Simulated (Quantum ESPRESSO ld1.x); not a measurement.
Problem. These are the eigenvalues of the occupied orbitals of an atom or ion with whole-number occupations (hartree). All-electron calculation, scalar-relativistic Kohn-Sham, LDA (Slater exchange, Perdew-Zunger correlation), spin-polarised, spherical densities, point nucleus. Program: ld1.x of Quantum ESPRESSO 7.5.

1s up: -794.519
1s down: -794.511
2s up: -137.739
2s down: -137.389
2p up: -126.427
2p down: -126.157
3s up: -43.6734
3s down: -43.2673
3p up: -39.9826
3p down: -39.5680
3d up: -34.4807

Which element is it, and in what charge state? The configuration may be excited. Open shells, if any, are filled with parallel spins first.

Solution. Z = 43, technetium, charge +21: Tc21+ in [Ar] 3d4. The list shows which subshells hold electrons but not how many an open one holds; the 1s level, -794.52 hartree, gives Z - s = 39.9 by -(Z - s)^2/2, which with screening and relativity narrows Z to a few neighbours, and the depths of the outer levels then fix element, charge and occupations together.
